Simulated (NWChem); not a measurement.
System: BCl$_{2}$, doublet; SMILES Cl[B]Cl

Program: NWChem. Spin-unrestricted. In the optimisation the excess spin sits in a1 (C2v, its own frame). Coordinates come from a PBE0/def2-SVP, spin-unrestricted optimisation. No stability test was run on the SCF state. Vertical excitations in the gas phase; the lowest state need not have the same character in each row. Excited states of an open shell can be spin-contaminated.

```csv
level,lowest excitation (eV),oscillator strength of that lowest state,"lowest empty minus highest occupied level, either spin (eV)"
"PBE/def2-SVPD, TDA",2.27,0.006,2.19
"B3LYP/def2-SVPD, TDA",2.35,0.007,3.68
"PBE0/def2-SVPD, TDA",2.35,0.007,(withheld)
"UHF/def2-SVPD, CIS",2.75,0.009,11.09
```

Question: What belongs in the gaps?

Answer: 
- PBE0/def2-SVPD, TDA, lowest empty minus highest occupied level, either spin (eV): 4.46
